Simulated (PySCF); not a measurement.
## Electric field gradients and quadrupole coupling constants

C₄H₁₁FO₂Si.
Cartesian coordinates in Å at the GFN2-xTB level; atoms count from 1:
```
atom  x, y, z in Å
C1    -1.8784    0.4937   -1.7048
O2    -0.6734   -0.0133   -1.1568
C3    -0.7168   -0.2857    0.1813
F4    -1.5161   -1.3947    0.4081
C5     0.7083   -0.5723    0.6646
C6     0.7196   -1.0094    2.1244
O7     1.4857    0.5655    0.5118
Si8    1.5247    1.6395   -0.7057
H9    -1.6740    0.6861   -2.7549
H10   -2.6831   -0.2398   -1.6093
H11   -2.1702    1.4234   -1.2055
H12   -1.1746    0.5306    0.7676
H13    1.1045   -1.3733    0.0231
H14    0.1235   -1.9085    2.2506
H15    0.3142   -0.2158    2.7480
H16    1.7430   -1.2062    2.4311
H17    0.3364    2.4995   -0.7477
H18    2.6737    2.3932   -0.2210
H19    1.7431    1.0271   -2.0122
```

Field gradients from the PBE0/pcSseg-1 density (PySCF, non-relativistic), principal values in atomic units, ordered |Vxx| ≤ |Vyy| ≤ |Vzz|:

| atom | Vxx | Vyy | Vzz |
| --- | --- | --- | --- |
| O2 | -0.1361 | -1.7498 | 1.8859 |
| O7 | -0.5419 | -1.1481 | 1.6900 |

Task: Find the asymmetry η = (Vxx − Vyy)/Vzz and the couplings χ = eQV/h (234.96 MHz × Q in barn × V in au), with Q(17O) = −0.0256 b.

Result: 
| atom | environment | nucleus | η | χzz (MHz) | χxx (MHz) | χyy (MHz) |
| --- | --- | --- | --- | --- | --- | --- |
| O2 | ether oxygen | 17O | 0.86 | -11.34 | 0.82 | 10.52 |
| O7 | silyl ether oxygen | 17O | 0.36 | -10.17 | 3.26 | 6.91 |

The tensor is traceless: Vxx + Vyy + Vzz = 0.

Task: What is Vzz at O7 in SI units (1 au = 9.71736 × 10²¹ V/m²)?

Result: 1.6900 au = 16.422 × 10²¹ V/m².

Task: What couplings would deuterons (Q(2H) = 0.00286 b) have in place of the hydrogens, at this geometry?

Result: 
| atom | bonded to | bond length (Å) | Vzz (au) | η | χzz (kHz) |
| --- | --- | --- | --- | --- | --- |
| H9 | C1 | 1.087 | 0.3071 | 0.07 | 206 |
| H10 | C1 | 1.093 | 0.2933 | 0.07 | 197 |
| H11 | C1 | 1.095 | 0.2914 | 0.09 | 196 |
| H12 | C3 | 1.104 | 0.2646 | 0.04 | 178 |
| H13 | C5 | 1.100 | 0.2784 | 0.05 | 187 |
| H14 | C6 | 1.086 | 0.3138 | 0.02 | 211 |
| H15 | C6 | 1.088 | 0.3136 | 0.04 | 211 |
| H16 | C6 | 1.086 | 0.3164 | 0.03 | 213 |
| H17 | Si8 | 1.467 | 0.1581 | 0.05 | 106 |
| H18 | Si8 | 1.457 | 0.1658 | 0.01 | 111 |
| H19 | Si8 | 1.459 | 0.1638 | 0.05 | 110 |

One conformer (not necessarily the lowest) at the GFN2-xTB geometry, without solvent, vibrations or thermal averaging. GFN2-xTB bond lengths can be off by several hundredths of an ångström, more for odd bonds, and the gradients follow them. With so small a basis the couplings can be 20 % off.
